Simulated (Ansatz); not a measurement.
The cluster Cd2Se⁺, relaxed as a quartet with UKS PBE0-D4/def2-TZVP in Ansatz, starting from the PBE0-D4/def2-TZVP geometry of the charge +1 doublet. Force threshold 0.02 eV/Å.

In the def2 sets Cd takes a core potential; there is no spin–orbit coupling. The relaxation made no stability test and no search for a lower SCF solution. At PBE0-D4/def2-TZVP a doublet of charge 1 lies 0.66 eV below the quartet, each at its own geometry. The structure comes from a short search, and lower isomers may exist.

Start:

Cartesian coordinates in Å:
```
Cd -0.9923 1.5161 -1.1898
Cd 0.4610 -1.1210 1.7971
Se 0.5313 -0.3950 -0.6073
```

```tsv
step	energy (eV)	largest force component (eV/Å)	SCF passes
1	-74464.6840	1.451	16
2	-74464.9928	0.225	25
3	-74465.0073	0.057	26
4	-74465.0092	0.006	26
```

Force components are those of the run's own axes.

End:

```xyz
3

Cd   -1.0801    1.5948   -1.1294
Cd    0.3982   -1.0877    1.9088
Se    0.6819   -0.5071   -0.7795
```

By distances, no bond broke or formed. The bond that changes most is Cd2–Se3, from 2.51 to 2.76 Å (atoms count from 1).

No frequencies were taken in this run, so the end may be a saddle point.

Hardware: 4 threads of Arm Neoverse V2 on a shared host. Wall time 10 s.
